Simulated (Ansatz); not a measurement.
Consider the atomization: `C[O][K]` → C• + 3 H• + K• + O•.

Calculated with Ansatz (gas phase, PBE0-D4/def2-TZVP geometries, no zero-point term in ΔE). CCSD(T)/CBS is the MP2 limit (def2-TZVPP, def2-QZVPP) plus CCSD(T) − MP2 in def2-TZVPP, frozen cores. This one scheme is used for every species, atoms too. Functionals use def2-TZVPP. No spin–orbit coupling; open shells (•) take unrestricted orbitals. Spin–orbit coupling would lower the free atoms: a little for C, O. For K outer-core shells are correlated without core-valence functions, so the limit isn't a true one: a few kJ/mol of doubt a bond, and 10 to 20 or more in all where bonds break to atoms. Scalar relativity is left out up to krypton.

CCSD(T)/CBS gives +20.53 eV.

Question: Another level gave +20.24 eV. Which?
A. PBE0/def2-TZVPP
B. revPBE/def2-TZVPP
C. ωB97M-V/def2-TZVPP
D. r2SCANh-D4/def2-TZVPP

Answer: D. r2SCANh-D4 20.24, PBE0 20.20, revPBE 20.01, ωB97M-V 20.46 eV.

Largest T1 diagnostic among the species: 0.013.

The D4 term adds +0.12 eV with B3LYP and +0.06 eV with PBE0; it sums over pairs of atoms, weighted by their polarisabilities, and B3LYP, whose exchange is more repulsive, gets the larger term. Leaving LDA and LC-ωPBE aside and taking each functional with its dispersion term where it has one, the values, not all of them listed here, spread over 1.27 eV, from BHLYP-D4 to PBE-D4. LDA lies +2.72 eV from PBE without D4, its usual overbinding.

B3LYP here is the variant with VWN-RPA as its local correlation; programs differ in this.

For atomizations the MP2-based limit and the directly extrapolated one differ by several kJ/mol either way, and by 10 to 25 for some Ge, Se and Sn compounds, so smaller differences from it don't rank the levels.
